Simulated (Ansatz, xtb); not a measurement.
Spectroscopic constants of WI, multiplicity 6 (lowest of 2S+1 = 2, 4, 6, 8 at CCSD(T)/def2-TZVPP on PBE0 minima; our sources give no spin for the ground state, which may be another). No spin–orbit coupling.

The constants come from a fifth-degree fit in 1/R (seven points, main isotopes). Runs in def2 and cc sets follow the lowest solution found near the PBE0 minimum.

Codes used: Ansatz (Gaussian basis) for Hartree–Fock, density functionals and correlated methods; xtb for the GFN methods. Values without a source in brackets are computed. In def2 rows elements past Kr take small-core potentials, without spin–orbit coupling. The GFN methods have no spin term and hold the electronic entropy of 300 K.

```json
[
 {"level": "GFN1-xTB", "r_e (Å)": "2.713", "ω_e (cm⁻¹)": "216", "B_e (cm⁻¹)": "0.0305", "ω_e x_e (cm⁻¹)": "0.55", "dipole (D)": "-"},
 {"level": "GFN2-xTB", "r_e (Å)": "2.583", "ω_e (cm⁻¹)": "262", "B_e (cm⁻¹)": "0.0336", "ω_e x_e (cm⁻¹)": "0.57", "dipole (D)": "-"},
 {"level": "SVWN5/def2-TZVPP", "r_e (Å)": "2.570", "ω_e (cm⁻¹)": "210", "B_e (cm⁻¹)": "0.0340", "ω_e x_e (cm⁻¹)": "0.40", "dipole (D)": "2.46"},
 {"level": "PBE/def2-TZVPP", "r_e (Å)": "2.617", "ω_e (cm⁻¹)": "196", "B_e (cm⁻¹)": "0.0328", "ω_e x_e (cm⁻¹)": "0.39", "dipole (D)": "2.77"},
 {"level": "r2SCAN/def2-TZVPP", "r_e (Å)": "2.624", "ω_e (cm⁻¹)": "197", "B_e (cm⁻¹)": "0.0326", "ω_e x_e (cm⁻¹)": "0.38", "dipole (D)": "3.22"},
 {"level": "B97M-V/def2-TZVPP", "r_e (Å)": "2.645", "ω_e (cm⁻¹)": "190", "B_e (cm⁻¹)": "0.0321", "ω_e x_e (cm⁻¹)": "0.37", "dipole (D)": "3.31"},
 {"level": "B3LYP/def2-TZVPP", "r_e (Å)": "2.641", "ω_e (cm⁻¹)": "192", "B_e (cm⁻¹)": "0.0322", "ω_e x_e (cm⁻¹)": "0.36", "dipole (D)": "3.23"},
 {"level": "PBE0/def2-TZVPP", "r_e (Å)": "2.616", "ω_e (cm⁻¹)": "200", "B_e (cm⁻¹)": "0.0328", "ω_e x_e (cm⁻¹)": "0.36", "dipole (D)": "3.39"},
 {"level": "BHLYP/def2-TZVPP", "r_e (Å)": "2.645", "ω_e (cm⁻¹)": "195", "B_e (cm⁻¹)": "0.0321", "ω_e x_e (cm⁻¹)": "0.34", "dipole (D)": "3.90"},
 {"level": "CAM-B3LYP/def2-TZVPP", "r_e (Å)": "2.630", "ω_e (cm⁻¹)": "198", "B_e (cm⁻¹)": "0.0325", "ω_e x_e (cm⁻¹)": "0.34", "dipole (D)": "3.56"},
 {"level": "wB97X-V/def2-TZVPP", "r_e (Å)": "2.620", "ω_e (cm⁻¹)": "202", "B_e (cm⁻¹)": "0.0327", "ω_e x_e (cm⁻¹)": "0.33", "dipole (D)": "3.70"},
 {"level": "wB97M-V/def2-TZVPP", "r_e (Å)": "2.626", "ω_e (cm⁻¹)": "201", "B_e (cm⁻¹)": "0.0326", "ω_e x_e (cm⁻¹)": "0.33", "dipole (D)": "3.71"},
 {"level": "B2PLYP/def2-TZVPP", "r_e (Å)": "2.622", "ω_e (cm⁻¹)": "199", "B_e (cm⁻¹)": "0.0326", "ω_e x_e (cm⁻¹)": "0.35", "dipole (D)": "-"},
 {"level": "CCSD/def2-TZVPP", "r_e (Å)": "2.624", "ω_e (cm⁻¹)": "203", "B_e (cm⁻¹)": "0.0326", "ω_e x_e (cm⁻¹)": "0.35", "dipole (D)": "-"},
 {"level": "CCSD(T)/def2-TZVPP", "r_e (Å)": "2.617", "ω_e (cm⁻¹)": "204", "B_e (cm⁻¹)": "0.0328", "ω_e x_e (cm⁻¹)": "0.36", "dipole (D)": "-"}
]
```

Correlated levels freeze the inner cores; with def2 sets outer-core shells near the valence are correlated too.

Ansatz is a program for electronic structure.
